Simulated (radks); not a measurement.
Problem. Coherent X-ray form factor from a spherical all-electron density. Method: scalar-relativistic Kohn-Sham, LDA (Slater exchange, VWN5 correlation), spin-polarised, spherical densities, finite nucleus; Fermi nuclear charge, rms radius of each element as measured or else 0.836 A^(1/3) + 0.57 fm; computed with a radial shooting solver on a logarithmic mesh with Libxc functionals.

sin(theta)/lambda (1/angstrom)  f0 (electrons)
0.05                                    32.289
0.1                                     30.512
0.15                                    28.350
0.2                                     26.255
0.25                                    24.371
0.3                                     22.678
0.4                                     19.650
0.5                                     16.926
0.6                                     14.503
0.8                                     10.758
1                                        8.424
1.25                                     6.823
1.5                                      5.912
2                                        4.602

The species is in the configuration that NIST lists as its ground one. Which atom or ion scatters so?

Solution. Neutral arsenic, [Ar] 3d10 4s2 4p3. Extrapolating in s^2 from the first two rows gives f0(0) = 32.9, near the electron count 33; among species with that count, the fall with angle is slower the higher Z, and the table is that of Z = 33; from so few rows the species is fixed only to a neighbour or two.
